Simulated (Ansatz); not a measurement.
Cartesian coordinates (Å):
```xyz
19

C     -3.5214    -0.1601    -0.0432
C     -2.3009    -0.6473    -0.2741
F     -2.1925    -1.8714    -0.8083
C     -0.9977    -0.0157    -0.0162
C     -0.8966     1.2799     0.5142
C      0.3482     1.8485     0.7455
C      1.5133     1.1375     0.4527
C      1.4430    -0.1570    -0.0765
Si     3.0025    -1.1386    -0.4508
C      0.1788    -0.7172    -0.3063
H     -3.6611     0.8273     0.3922
H     -4.4005    -0.7557    -0.2901
H     -1.7982     1.8504     0.7448
H      0.4137     2.8589     1.1559
H      2.4855     1.6028     0.6377
H      4.1795    -0.2188    -0.4216
H      3.2116    -2.2188     0.5626
H      2.9028    -1.7816    -1.7962
H      0.0899    -1.7230    -0.7224
```
Charge 0, spin multiplicity 1.

Level of theory: frozen-core CCSD(T)/cc-pVDZ // PBE0-D3(BJ)/def2-SVP (Ansatz, a program for electronic structure). The restricted HF reference is unstable towards unrestricted orbitals.

```yaml
HF energy: -696.55885 Ha
MP2 correlation energy: -1.32767 Ha
```

Problem. Estimate the CCSD correlation energy, the (T) correction, the total energy and the T1 diagnostic.

Solution. 
```yaml
CCSD correlation energy: -1.39671 Ha
"(T) correction": -0.05646 Ha
CCSD(T) total energy: -698.01201 Ha
T1 diagnostic: 0.011
```
